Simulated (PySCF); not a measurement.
Working out the excitation energy of Si

Si [Ne] 3s2 3p2 (3P) → Si [Ne] 3s1 3p3 (5S). Calculation: PySCF 2.14, in x2c-TZVPPall with one added diffuse shell each of s, p, d type (6s6p4d1f, 51 functions); the spin-free X2C one-electron Hamiltonian (Gaussian nucleus). Frozen: [Ne]. Energies in hartree (1 hartree = 27.21139 eV):

```json
{"part": "UHF", "Si (lower)": "-289.454361", "Si (upper)": "-289.356425"}
{"part": "CCSD correlation", "Si (lower)": "-0.074284", "Si (upper)": "-0.029877"}
{"part": "(T)", "Si (lower)": "-0.002507", "Si (upper)": "-0.000529"}
```

Problem. What does Hartree-Fock give?

Solution. (-289.356425) − (-289.454361) = 0.097936 hartree = 2.665 eV.

Problem. What do CCSD and CCSD(T) give?

Solution. The CCSD correlation energies differ by 0.044407 hartree = 1.208 eV and the triples by 0.001978 hartree = 0.054 eV, so CCSD gives 3.873 eV and CCSD(T) 3.927 eV.
